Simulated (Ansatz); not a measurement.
## One arrangement of a pair

The pair of H2S (SMILES S, atoms 1–3) and BF3 (SMILES FB(F)F, atoms 4–7), both closed shells, in one local arrangement (a lower one may exist), relaxed at PBE0-D4/def2-TZVP:

S1  (0.536, 0.394, -1.517)
H2  (0.418, -0.905, -1.835)
H3  (-0.741, 0.649, -1.842)
F4  (1.130, -0.582, 1.481)
B5  (-0.040, -0.025, 1.242)
F6  (-0.218, 1.258, 1.480)
F7  (-1.085, -0.790, 0.990)
(Å)

Computed with Ansatz 0.2.0 (basis: def2-TZVPPD, with def2-QZVPPD for the basis limit); correlated methods freeze the cores. B3LYP uses VWN-RPA correlation. Extrapolation: Hartree–Fock as exp(−7.88 √X), correlation as X^−2.97. Interaction energies count from these two fragments, frozen as in the pair, with the counterpoise correction; negative means bound.

(1) What is the interaction energy by CCSD(T) at an estimated basis limit (MP2 extrapolated from triple and quadruple zeta, plus CCSD(T) − MP2 in triple zeta)? (An estimate is asked for; the value comes from the calculation.)

(2) Which atoms make the shortest contact between the fragments?

The T1 diagnostic stays at or below 0.013.

Answers

(1) By the calculation: -4.55 kcal/mol. Hartree–Fock alone gives -1.53 kcal/mol at the basis limit. It counts from the two fragments frozen as in the pair.

The same quantity by other methods in triple zeta, and each one's difference from that estimate:
| method | E_int (kcal/mol) | difference |
| --- | --- | --- |
| PBE-D4 | -5.34 | -0.79 |
| revPBE-D4 | -4.97 | -0.43 |
| BLYP-D4 | -4.65 | -0.10 |
| r2SCAN-D4 | -5.68 | -1.13 |
| B97M-V | -4.96 | -0.41 |
| PBE0-D4 | -5.43 | -0.89 |
| B3LYP-D4 | -4.98 | -0.43 |
| HSE06-D4 | -5.37 | -0.82 |
| wB97X-V | -4.92 | -0.37 |
| wB97M-V | -5.10 | -0.55 |
| B2PLYP | -3.32 | 1.23 |
| HF | -1.54 | 3.00 |
| MP2 | -4.00 | 0.54 |
| CCSD | -3.55 | 0.99 |
| CCSD(T) | -3.97 | 0.58 |
Differences are method less estimate.

(2) S1 and B5, 2.85 Å apart.

Energy to bend the free fragments (PBE0-D4 minima) into their shapes in the pair, CCSD(T)/def2-TZVPPD: H2S 0.00 kcal/mol; BF3 1.13 kcal/mol. This must be added to the interaction energy to get the binding energy from relaxed fragments.

Basis-set superposition shift (counterpoise-corrected less uncorrected): CCSD(T) 0.92; MP2 0.87; HF 0.14; PBE0-D4 0.12; wB97M-V 0.15 kcal/mol.

For scale, one of the runs: CCSD(T)/def2-TZVPPD, 242 basis functions, launched by `ansatz run in.yaml --threads 4 --pin off --events-out ev --progress --plain --max-ram 9574MiB`. The run took 2.3 min on 4 CPU threads of an Arm Neoverse V1 (shared host), with 5 GiB of host memory at its peak.
